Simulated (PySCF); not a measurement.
# Rubidium: a sound run and one with changed settings

Sound run: Rb [Kr] 5s1, Rb⁺ [Kr]. Computed with PySCF 2.14 in def2-TZVP with the def2 core potential (28 electrons) (6s4p3d, 33 functions), with scalar relativity through the core potential. The sound run starts from symmetry-adapted Hartree-Fock orbitals and uses a fine grid where one is needed.

A second run was set up differently.

```csv
species,method,sound run (hartree),changed run (hartree),converged
Rb,UHF,-23.80256,-23.80256,yes
Rb,PBE0,-24.08179,-24.08877,yes
Rb,M06-L,-24.07014,-24.03457,yes
Rb⁺,UHF,-23.66274,-23.66274,yes
Rb⁺,PBE0,-23.92729,-23.93376,yes
Rb⁺,M06-L,-23.93905,-23.88508,yes
```

Ionisation energy of Rb:

| method | sound run (eV) | changed run (eV) |
| --- | --- | --- |
| UHF | 3.805 | 3.805 |
| PBE0 | 4.204 | 4.218 |
| M06-L | 3.567 | 4.068 |

What was changed?
A. too few SCF iterations
B. radial grid too coarse
C. all electrons correlated in a valence basis
D. level shift left on

B. It used radial step 0.5 in ln r (0.13 in the sound run). A coarse radial grid mis-integrates the density and the exchange-correlation energy, with errors of either sign; Hartree-Fock needs no grid.
